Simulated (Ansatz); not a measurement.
Cs4H5. Charge 0, multiplicity 2. Geometry r2SCAN-D4/def2-TZVPD, that of the charge -1 singlet.

```xyz
9

Cs   -1.950    0.607    1.997
Cs    1.699    1.680   -1.667
Cs    2.242   -1.512    0.838
Cs   -2.080   -0.515   -1.944
H    -3.757   -0.955    0.306
H    -1.050    1.915   -0.621
H     0.808   -1.132   -1.848
H     0.299   -0.942    2.870
H     3.788    0.853    0.068
```

In the def2 sets Cs takes a core potential; there is no spin–orbit coupling. At PBE-D4/def2-TZVPD, r2SCAN-D4/def2-TZVPD the gap within one spin of the charge 0 doublet nearly closes, so an electron or hole may be smeared out by delocalisation error. The structure comes from a short search, and lower isomers may exist.

**Question.** Estimate the α-spin orbital energies around the gap (eV) in Ansatz with PBE-D4/def2-TZVPD, r2SCAN-D4/def2-TZVPD, PBE0-D4/def2-TZVPD.

**Answer.** 
```csv
orbital,PBE-D4/def2-TZVPD,r2SCAN-D4/def2-TZVPD,PBE0-D4/def2-TZVPD
HOMO−5,-12.19,-12.58,-13.54
HOMO−4,-4.73,-5.06,-6.09
HOMO−3,-4.63,-5.00,-5.97
HOMO−2,-4.42,-4.76,-5.87
HOMO−1,-4.03,-4.08,-4.89
HOMO,-3.87,-3.92,-4.70
LUMO,-0.77,-0.21,-0.33
LUMO+1,-0.68,-0.15,-0.22
LUMO+2,-0.64,-0.09,-0.19
LUMO+3,-0.52,0.07,-0.13
LUMO+4,-0.17,0.26,0.28
LUMO+5,-0.10,0.37,0.31
β HOMO,-3.75,-3.78,-4.28
β LUMO,-3.71,-3.71,-3.57
```
